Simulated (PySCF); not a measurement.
Delta-SCF ions had no search for a lower state. Excitations are Tamm–Dancoff values on a coarser integration grid. The basis has no diffuse functions, so Rydberg states are missing or too high.

Z-matrix (Å, degrees):
```
B
N 1 1.4279
H 2 1.0129 1 116.41
B 2 1.4149 3 116.80 1 -179.99
H 4 1.1899 2 118.89 3 -180.00
H 4 1.1930 5 121.70 2 180.00
H 1 1.1934 2 116.75 3 180.00
C 1 1.5640 7 120.97 2 -179.98
H 8 1.0928 1 114.86 7 -179.85
H 8 1.0954 9 108.15 1 -123.37
H 8 1.0955 9 108.14 10 -113.32
```
Charge 0, spin multiplicity 1.

Question: What S1 excitation (TDA), total energy, vertical ionisation energy (Delta-SCF), LUMO, S1–T1 gap (TDA), brightest of the four lowest singlets (TDA), S1 oscillator strength and HOMO does ωB97X-D3(BJ)/def2-TZVP // B3LYP-D3(BJ)/def2-TZVP (PySCF 2.14.0) give?

Answer: 
- S1 excitation (TDA) = 6.70 eV
- total energy = -146.9768 Ha
- vertical ionisation energy (Delta-SCF) = 11.60 eV
- LUMO = 1.19 eV
- S1–T1 gap (TDA) = 0.55 eV
- brightest of the four lowest singlets (TDA) = 7.65 eV
- S1 oscillator strength = 0.001
- HOMO = -11.55 eV
